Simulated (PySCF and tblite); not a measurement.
The numbers below are computed, except where a source is named.
System: C₇H₆O₂, numbered as in [O:1]=[CH:2][c:3]1[cH:4][cH:5][cH:6][cH:7][c:8]1[OH:9].

Geometries: GFN2-xTB; energies: PBE0/pcSseg-1 + D3(BJ); zero-point and thermal terms from GFN2-xTB harmonic modes (soft modes blended into free rotors). Rates follow Eyring's equation with the number of equivalent paths and no tunnelling. Programs: tblite and PySCF.

Problem. Estimate the barrier and the room-temperature rate of the rotation about the C8–O9 bond (torsion C3–C8–O9–H from 0° to 180°, rising).

Solution. The electronic barrier is 16.1 kcal/mol and ΔG‡(298 K) 14.7 kcal/mol, over a C1 saddle with an imaginary mode of 507i cm⁻¹ (GFN2-xTB). With 2 equivalent paths, k is 208 s⁻¹, a mean lifetime of the start of 4.8 ms against this motion. The end lies 11.6 kcal/mol above the start in free energy.
